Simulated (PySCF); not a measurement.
The numbers are results of PBE-D3(BJ)/def2-TZVP // PBE0-D4/def2-TZVP run with PySCF, not measurements. Isolated molecules, 0 K electronic values unless said otherwise. Excitations are Tamm–Dancoff values on a coarser integration grid. The basis has no diffuse functions, so Rydberg states are missing or too high.

Reference species (SMILES): `[SiH3]Cl` (neutral, multiplicity 1).

The HOMO–LUMO gap is 6.69 eV and the S1–T1 gap (TDA) is 0.36 eV. The HOMO comes out as -7.65 eV and the LUMO comes out as -0.97 eV.

Changed species: `Br[SiH2]Cl` (X = bromo; the reference has X = H).

What does the change do to the HOMO–LUMO gap, S1–T1 gap (TDA), HOMO and LUMO?

the HOMO–LUMO gap falls by 0.52 eV, to 6.17 eV; the S1–T1 gap (TDA) stays essentially unchanged; the HOMO increases by 0.24 eV, to -7.41 eV; the LUMO falls by 0.27 eV, to -1.24 eV.
